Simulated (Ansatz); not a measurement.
BrFHInS, SMILES `[F][In]([SH])[Br]` at its PBE0-D4/def2-TZVP geometry, where that method's forces vanish. Charge 0, multiplicity 1. In takes the def2 core potential.

```xyz
5

F     1.7622   -0.2339    0.9460
In    0.3703    0.0699   -0.3704
S    -1.8465   -0.0463    0.4018
Br    1.1454    0.5267   -2.6304
H    -1.4313   -0.3164    1.6530
```

What forces (eV/Å) does ωB97M-V/def2-TZVPP give on these atoms in Ansatz? (An estimate is asked.)

Computed: 
```
F1   0.012 -0.001  0.002
In2 -0.052  0.012 -0.051
S3   0.092 -0.015  0.065
Br4 -0.023 -0.015  0.075
H5  -0.028  0.020 -0.091
```
